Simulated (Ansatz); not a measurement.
Isolated molecules relaxed with PBE0-D4/def2-TZVP in Ansatz; ΔE leaves out vibrations. CCSD(T)/CBS adds triple-zeta CCSD(T) − MP2 to the extrapolated MP2 energy (def2 sets, frozen cores). This one scheme is used for every species. One conformer a species, not always the lowest.

Consider the ligand exchange at the Si–O bond: `[SiH3]O[SiH](Cl)O[SiH3]` + H₂S → `[SiH3]O[SiH](S)Cl` + `O[SiH3]`.

| species | MP2/def2-TZVPP energy (Eh) |
| --- | --- |
| `[SiH3]O[SiH](Cl)O[SiH3]` | -1481.50027 |
| H₂S | -398.89878 |
| `[SiH3]O[SiH](S)Cl` | -1513.78475 |
| `O[SiH3]` | -366.58654 |

**Question.** Work out ΔE.

**Answer.** ΔE = (-1513.78475) + (-366.58654) − (-1481.50027) − (-398.89878) = 0.02776 Eh = +0.76 eV. CCSD(T)/CBS gives +0.77 eV.

Largest T1 diagnostic among the species: 0.011.

The D4 term adds +0.03 eV with B3LYP and +0.02 eV with PBE0; it sums over pairs of atoms, weighted by their polarisabilities, and B3LYP, whose exchange is more repulsive, gets the larger term. In def2-TZVPP, CCSD(T) changes the Hartree–Fock value by −0.17 eV (the triples alone add −0.04 eV) and MP2 by −0.21 eV. From PBE to PBE0 (25 % exact exchange), in def2-TZVPP and without D4, ΔE moves by +0.07 eV.

B3LYP here is the variant with VWN-RPA as its local correlation; programs differ in this.
